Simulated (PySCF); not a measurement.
CH9N3Si, SMILES NC[SiH](N)N.

Coordinates come from a r2SCAN-D4/def2-SVP optimisation. This is a generated structure with no PubChem entry under its InChIKey; it may be hypothetical. Other conformers were not sampled.

Level of theory: SMD-B3LYP/6-31G* (PySCF).

Solvation free energies are E(SMD) − E(gas) at the gas-phase geometry, for 1 M in both phases. In vacuum the dipole moment is 1.71 D.

```
solvent       ΔG(solv) (kcal/mol)  its non-electrostatic (CDS) part  dipole (D)
------------  -------------------  --------------------------------  ----------
water                        -5.7                               4.3        2.00
diethylether                 -5.3                               1.5        1.91
1-octanol                    -6.3                               2.3        1.96
```
